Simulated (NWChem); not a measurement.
Si2H3F3; SMILES [Si]([SiH3])(F)(F)F

Program: NWChem. All runs use the structure optimised with PBE0/def2-SVP.

Among these, which level gives the highest value of “dipole (D)”?
A) Hartree-Fock/def2-TZVP
B) Hartree-Fock/def2-SVPD
C) Hartree-Fock/def2-TZVPP
D) Hartree-Fock/def2-SVP

B, Hartree-Fock/def2-SVPD. Values: Hartree-Fock/def2-TZVP 2.48; Hartree-Fock/def2-TZVPP 2.49; Hartree-Fock/def2-SVP 2.51; Hartree-Fock/def2-SVPD 2.64
